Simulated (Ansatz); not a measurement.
Program: Ansatz. Geometries: PBE0-D4/def2-TZVP. ΔE: electronic, gas phase. CCSD(T)/CBS is the MP2 limit (def2-TZVPP, def2-QZVPP) plus CCSD(T) − MP2 in def2-TZVPP, frozen cores. DFT in def2-TZVPP. For Se outer-core shells are correlated without core-valence functions, which leaves a few kJ/mol of doubt a bond. Scalar relativity is left out up to krypton. One conformer a species, not always the lowest.

Reaction (redistribution): `OB(O)[Se]C(F)(F)F` + `COB(O)O` → `C[Se]C(F)(F)F` + `OB(O)OB(O)O`

Question: Is it downhill or uphill in electronic energy at CCSD(T)/CBS, and by how much? (Estimate.)

Answer: Computed: Downhill: ΔE = -119.7 kJ/mol.

Question: What do these levels give: B2PLYP, PBE, r2SCAN, SCS-MP2/def2-QZVPP, MP2/CBS(def2), CCSD/CBS(def2)? (An estimate is asked.)

Answer: Computed: B2PLYP -118.6, PBE -108.7, r2SCAN -116.2, SCS-MP2/def2-QZVPP -120.6, MP2/CBS(def2) -121.3, CCSD/CBS(def2) -121.7 kJ/mol.

Largest T1 diagnostic among the species: 0.012.

From PBE to PBE0 (25 % exact exchange), in def2-TZVPP and without D4, ΔE moves by −5.7 kJ/mol. In def2-TZVPP, CCSD(T) changes the Hartree–Fock value by +8.1 kJ/mol (the triples alone add +2.0 kJ/mol) and MP2 by +6.4 kJ/mol.
